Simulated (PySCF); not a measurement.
Computed shifts of a molecule C3H13NSi2, PBE0/pcSseg-1 (PySCF), GIAO, gas phase, atoms alike by connectivity averaged where their shifts nearly agree, in ppm (number of nuclei): ¹³C: 36.3 (1), 34.2 (1), 21.3 (1). ¹⁵N: 55.4 (1). ²⁹Si: -51.2 (1), -57.2 (1). ¹H: 4.32 (3), 4.10 (3), 2.81 (3), 1.60 (3), 0.02 (1). References: ¹³C against TMS (σ = 186.3 ppm); ¹⁵N against NH3 (σ = 267.4 ppm); ²⁹Si against TMS (σ = 352.7 ppm); ¹H against TMS (σ = 31.56 ppm), references at their B3LYP-D3(BJ)/def2-TZVP geometries, non-relativistic. The structure is a stationary point at r2SCAN-D4/def2-SVP. Other conformers were not sampled.

Which structure fits?
(A) CCN(C)[SiH2][SiH3]
(B) CNC(C)([SiH3])[SiH3]
(C) CC(C)(N)[SiH2][SiH3]
(D) C[SiH2][SiH2]N(C)C

B, CNC(C)([SiH3])[SiH3]
